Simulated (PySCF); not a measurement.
A species of formula C8H15P has this rotational fingerprint, computed with PBE0/pcSseg-1 in PySCF (dipole) on a GFN2-xTB geometry, gas phase:

| Quantity | Value |
| --- | --- |
| Rotational constants | A = 2361, B = 919.4, C = 715.2 MHz |
| Dipole components | \|μa\| = 0.03 D, \|μb\| = 0.02 D, \|μc\| = 1.24 D |
| Inertial defect | -57.14 u·Å² |
| κ | -0.75 |

Question: Which structure is it? (One computed conformer of each.)
A. `[CH:1]#[C:2][P:3]([CH2:4][CH3:5])[C:6]([CH3:7])([CH3:8])[CH3:9]` with C2–P3–C4–C5 76°
B. `[CH3:1][P:2]([CH:3]1[CH2:4][CH2:5][CH2:6]1)[CH:7]1[CH2:8][CH2:9]1` with C1–P2–C3–C4 79°, C1–P2–C7–C8 -94°, P2–C3–C4–C5 129°, C3–C4–C5–C6 -11°, C4–C5–C6–C3 11°, P2–C7–C8–C9 -108°
C. `[CH3:1][C:2]1=[CH:3][CH2:4][CH2:5][P:6]1[CH:7]([CH3:8])[CH3:9]` with C5–P6–C7–C8 -154°, C2–C3–C4–C5 -15°, C3–C4–C5–P6 21°, C4–C5–P6–C7 81°, C1–C2–P6–C5 -165°

Answer: B. It is CP(C1CCC1)C1CC1, an asymmetric top, point group C1. The candidates at the same level (rigid rotor, commonest isotopes):

```
          SMILES  A (MHz)  B (MHz)  C (MHz)  μa (D)  μb (D)  μc (D)  Δ (u·Å²)  point group           rotor
C#CP(CC)C(C)(C)C     1743     1116    853.8    0.37    0.34    1.25   -150.72           C1  asymmetric top
  CC1=CCCP1C(C)C     1806     1224    900.2    0.37    0.28    1.31   -131.44           C1  asymmetric top
 CP(C1CCC1)C1CC1     2361    919.4    715.2    0.03    0.02    1.24    -57.14           C1  asymmetric top
```

`C#CP(CC)C(C)(C)C` has A 26 % too low; `CC1=CCCP1C(C)C` has B 33 % too high. No structure here is proved a minimum.
